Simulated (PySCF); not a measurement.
## A parent and its derivatives

Method used: TDDFT CAM-B3LYP/def2-SVPD, vertical, gas phase, core orbitals frozen in the response in PySCF 2.14.0, density-fitted response routines. Geometries: PBE0-D3(BJ)/def2-SVP; one conformer of each isolated species. Triplets are in the Tamm–Dancoff approximation.

Parent: Cu(PH3)Cl, `[PH3]->[Cu][Cl]`, with lowest singlet excitation energy 5.29 eV, lowest triplet energy 5.05 eV, S1–T1 gap 0.25 eV, HOMO energy -8.49 eV. Its spectrum: 5.29 eV (f 0.000); 5.34 eV (f 0.000 summed over 2 states); 5.46 eV (f 0.051 summed over 2 states); 5.69 eV (f 0.069 summed over 2 states); 5.71 eV (f 0.107).

Question: Order the derivatives by their lowest singlet excitation, lowest first, with the shift from the parent.
A. anion: Cl to Me: `[CH3][Cu]<-[PH3]`
B. anion: Cl to NH2: `[NH2][Cu]<-[PH3]`
C. anion: Cl to SH: `[PH3]->[Cu][SH]`

Answer: B (shift -1.57 eV), C (shift -1.09 eV), A (shift -0.90 eV).

```json
{"change": "anion: Cl to Me", "SMILES": "[CH3][Cu]<-[PH3]", "Δ S1 (eV)": "-0.90", "Δ T1 (eV)": "-1.07", "Δ S1−T1 (eV)": "+0.17", "Δ HOMO (eV)": "+1.37"}
{"change": "anion: Cl to NH2", "SMILES": "[NH2][Cu]<-[PH3]", "Δ S1 (eV)": "-1.57", "Δ T1 (eV)": "-1.40", "Δ S1−T1 (eV)": "-0.17", "Δ HOMO (eV)": "+2.07"}
{"change": "anion: Cl to SH", "SMILES": "[PH3]->[Cu][SH]", "Δ S1 (eV)": "-1.09", "Δ T1 (eV)": "-0.91", "Δ S1−T1 (eV)": "-0.18", "Δ HOMO (eV)": "+1.41"}
```

S1 falls most with anion: Cl to NH2 (-1.57 eV); all changes lower it. S1 is simply the lowest singlet of each species and needn't be the same kind of state throughout.
